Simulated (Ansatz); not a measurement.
`C[BH][GaH][CH3]` + `C=C(N)I` → `C=C(I)NC` + `[BH2][GaH][CH3]`  (substitution at a C–B bond)

Computed with Ansatz on PBE0-D4/def2-TZVP structures; ΔE is electronic, products minus reactants. CCSD(T)/CBS adds triple-zeta CCSD(T) − MP2 to the extrapolated MP2 energy (def2 sets, frozen cores). DFT in def2-TZVPP. B3LYP here is the variant with VWN-RPA as its local correlation; programs differ in this. def2 core potentials past Kr. For Ga, I outer-core shells are correlated without core-valence functions, which leaves a few kJ/mol of doubt a bond. Scalar relativity is left out up to krypton. Each species was taken in one conformer, which may not be the lowest.

```tsv
level	ΔE (kJ/mol)
PBE-D4	70.6
B3LYP-D4	66.3
r2SCAN	71.4
CCSD(T)/def2-TZVPP	64.5
```

(1) What does CCSD(T)/CBS give? (An estimate is asked.)

Largest T1 diagnostic among the species: 0.013.

## Answers

(1) Computed: +66.3 kJ/mol. The listed levels differ from it by 4.3, 0.0, 5.1, -1.8 kJ/mol.

In def2-TZVPP, CCSD(T) changes the Hartree–Fock value by +3.5 kJ/mol (the triples alone add −0.3 kJ/mol) and MP2 by +3.8 kJ/mol.
